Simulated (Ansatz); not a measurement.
```xyz
15

O    -2.558   -1.481    0.494
C    -2.078   -0.430    0.158
O    -2.834    0.633   -0.170
C    -0.628   -0.161    0.057
C     0.251   -1.192    0.373
C     1.616   -0.996    0.297
C     2.098    0.243   -0.099
Cl    3.800    0.496   -0.197
C     1.237    1.283   -0.418
C    -0.128    1.076   -0.338
H    -3.754    0.350   -0.071
H    -0.157   -2.148    0.679
H     2.308   -1.792    0.541
H     1.638    2.240   -0.724
H    -0.811    1.878   -0.584
```

Total charge 0; spin multiplicity 1.

**Question.** List the r2SCAN/def2-TZVPP orbital energies in eV (the Gaussian-basis code of Ansatz). (Estimate.)

**Answer.** The calculation gave: Occupied: -2753.91, -517.27, -515.51, -276.77, -275.34, -273.96, -273.91, -273.85, -273.85, -273.83, -255.27, -193.88, -193.65, -193.63, -29.50, -26.95, -23.89, -22.44, -20.27, -20.00, -17.27, -16.52, -15.50, -14.04, -12.90, -12.37, -12.20, -11.80, -11.70, -11.34, -10.56, -10.46, -9.74, -9.30, -8.90, -8.26, -8.10, -7.20, -6.96, -6.69. Lowest empty: -2.43, -1.59, -0.06, 0.31, 1.07, 2.10, 2.45, 2.92.
